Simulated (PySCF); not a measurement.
**Vertical excitation energies**

Species: C6H10F2.
InChI=1S/C6H10F2/c1-4-2-5(3-4)6(7)8/h4-6H,2-3H2,1H3/t4-,5-

The calculation used PySCF 2.14.0, density-fitted response routines, TDDFT B3LYP/def2-SVPD, vertical, gas phase, core orbitals frozen in the response. The structure is a single GFN2-xTB conformer in the gas phase; no vibrational or solvent corrections.

Task: Predict the UV-vis stick spectrum at this level.

Result: 

| state | E (eV) | ν̃ (cm⁻¹) | f | \|μ\| (D) | symmetry | main configurations (H = HOMO, L = LUMO) |
| --- | --- | --- | --- | --- | --- | --- |
| S1 | 7.96 | 64210 | 0.0018 | 0.24 | – | H→L (98%) |
| S2 | 8.07 | 65070 | 0.043 | 1.18 | A″ | H-1→L (98%) |
| S3 | 8.24 | 66430 | 0.0010 | 0.18 | – | H→L+1 (96%) |
| S4 | 8.33 | 67170 | 0.0071 | 0.47 | A′ | H-2→L (94%) |
| S5 | 8.33 | 67190 | 0.013 | 0.64 | A″ | H-1→L+1 (97%) |
| S6 | 8.60 | 69340 | 0.038 | 1.08 | A′ | H-2→L+1 (53%), H→L+2 (41%) |
| S7 | 8.62 | 69530 | 0.0009 | 0.16 | – | H→L+3 (95%) |
| S8 | 8.62 | 69560 | 0.0092 | 0.53 | A′ | H→L+2 (54%), H-2→L+1 (42%) |

Triplets, Tamm–Dancoff:

```csv
state,E (eV),λ (nm),"main configurations (H = HOMO, L = LUMO)"
T1,7.83,158.4,H→L (92%)
T2,7.90,156.9,H-1→L (96%)
T3,8.07,153.6,H→L+1 (80%)
```

The lowest singlet lies at 7.96 eV (156 nm, vacuum ultraviolet) and is very weak; its leading configuration is HOMO→LUMO (98%). The most intense listed level is S2 at 8.07 eV (154 nm, f = 0.043), 0.11 eV above S1. S4/S5 and S7/S8 lie within about 0.01 eV of each other in each set. Löwdin shares by element: HOMO carbon 63% or more (atoms not listed hold the other 37%); LUMO carbon 24% or more, hydrogen 19% or more (atoms not listed hold the other 57%). Of the 8 states listed, 3 reach f = 0.01 and none stays under 0.0005. Weighted by f, the mean energy of these states is 8.34 eV. The oscillator strengths of these states sum to 0.114; summed over the whole spectrum of an exact calculation they would give the number of electrons, 64 (Thomas–Reiche–Kuhn). Symmetry labels in Cs follow from the direction of the transition dipole and are given only for states with f of 0.002 or more. Only the lowest 8 singlets were computed, as vertical energies without vibronic structure.
